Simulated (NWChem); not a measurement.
Molecule: CH5NOSi2; SMILES C1=N[SiH2][Si@@H]1O

```xyz
10

O     -0.2685     2.2952    -0.5140
Si     0.0301     0.9004     0.3484
C      1.4606    -0.3196    -0.0611
N      0.9733    -1.5108    -0.0625
Si    -0.8179    -1.2637     0.0036
H     -0.4442     2.1954    -1.4546
H      0.1254     1.3644     1.7643
H      2.5512    -0.1719    -0.1917
H     -1.5116    -2.0838     1.0439
H     -1.4211    -1.5896    -1.3252
```
Atoms are numbered in this order, from 1.

Level: PBE0/def2-SVP (NWChem), optimised geometry, unscaled harmonic frequencies. 

### Question
List the harmonic frequencies with IR intensities, and the thermochemistry.

### Answer
| frequency (cm⁻¹) | IR intensity (km/mol) |
|---|---|
| 125 | 12.0 |
| 180 | 0.8 |
| 299 | 6.8 |
| 326 | 112.3 |
| 397 | 18.4 |
| 441 | 10.5 |
| 517 | 5.8 |
| 623 | 14.5 |
| 670 | 10.9 |
| 699 | 42.4 |
| 738 | 116.1 |
| 767 | 58.4 |
| 800 | 125.7 |
| 877 | 274.8 |
| 902 | 3.4 |
| 922 | 79.0 |
| 952 | 95.4 |
| 1291 | 15.1 |
| 1624 | 34.0 |
| 2221 | 130.7 |
| 2228 | 36.6 |
| 2235 | 162.5 |
| 3049 | 52.7 |
| 3928 | 118.6 |

```json
{
  "zero_point_energy": "38.3 kcal/mol",
  "thermal correction to the enthalpy at 298.15 K (with zero-point energy)": "43.0 kcal/mol",
  "heat capacity Cv": "24.1 cal/(mol K)",
  "entropy at 298.15 K and 1 atm (symmetry number 1)": "79.5 cal/(mol K)",
  "dipole_moment": "1.78 D"
}
```

Rigid rotor and harmonic oscillator.
